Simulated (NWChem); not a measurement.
Species: TiH4S; SMILES [TiH3][SH]

```xyz
6

Ti     0.0180     0.8622     0.0001
H     -1.6076     1.3327     0.0090
H      0.8264     1.4037     1.3745
H      0.8077     1.4014    -1.3864
S      0.0545    -1.3719     0.0000
H     -1.2955    -1.1558     0.0014
```
Atoms are numbered in this order, from 1.

Computed with NWChem. The geometry was optimised at PBE0/def2-SVP. B3LYP is NWChem's, with the RPA form of VWN correlation. Vertical excitations in the gas phase.

**Question.** What does the run give for B3LYP/def2-SVPD, full TDDFT? Quantities: lowest excitation, singlet (eV); oscillator strength of that lowest state; orbital gap (eV).

**Answer.** The lowest excitation, singlet (eV) is 3.28. The oscillator strength of that lowest state is 0.000 and the orbital gap (eV) is 4.92.
